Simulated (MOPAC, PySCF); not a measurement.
CH$_{4}$ClNOSi, SMILES `NC(=O)[SiH2]Cl` (H–N–C–Si torsion 0°, O–C–Si–Cl torsion -180°), neutral singlet in the gas phase. 

Z-matrix (Å, degrees):
```
C
O 1 1.2182
N 1 1.3460 2 124.34
H 3 1.0050 1 120.88 2 179.99
H 3 1.0083 4 119.57 1 180.00
Si 1 1.9080 2 115.02 3 179.98
H 6 1.4775 1 108.48 2 60.76
H 6 1.4775 7 111.69 1 119.52
Cl 6 2.0679 7 108.53 8 119.60
```
Charge 0, spin multiplicity 1.

All levels are single points at this geometry (PBE0-D4/def2-TZVP); Pople sets use spherical d functions. Orbital energies aren't observables, and empty levels follow the basis.

B3LYP/3-21G in PySCF gives gap (eV) = 6.72.

Task: Estimate the gap (eV) from each of these levels: PBE-D3(BJ)/def2-TZVP in PySCF; PBE0-D4/def2-TZVP in PySCF; B3LYP/6-31G* in PySCF; BP86/6-31G* in PySCF; M06-2X/6-31G* in PySCF; PBE/6-31G* in PySCF; SVWN5/6-31G* in PySCF; HF/6-31G* in PySCF; HF/STO-3G in PySCF; AM1 in MOPAC; PM3 in MOPAC; PM6 in MOPAC.

Result: 
```json
[
 {"level": "PBE-D3(BJ)/def2-TZVP in PySCF", "gap (eV)": "4.36"},
 {"level": "PBE0-D4/def2-TZVP in PySCF", "gap (eV)": "6.83"},
 {"level": "B3LYP/6-31G* in PySCF", "gap (eV)": "6.57"},
 {"level": "BP86/6-31G* in PySCF", "gap (eV)": "4.55"},
 {"level": "M06-2X/6-31G* in PySCF", "gap (eV)": "9.51"},
 {"level": "PBE/6-31G* in PySCF", "gap (eV)": "4.53"},
 {"level": "SVWN5/6-31G* in PySCF", "gap (eV)": "4.48"},
 {"level": "HF/6-31G* in PySCF", "gap (eV)": "14.60"},
 {"level": "HF/STO-3G in PySCF", "gap (eV)": "16.58"},
 {"level": "AM1 in MOPAC", "gap (eV)": "9.55"},
 {"level": "PM3 in MOPAC", "gap (eV)": "8.94"},
 {"level": "PM6 in MOPAC", "gap (eV)": "8.75"}
]
```
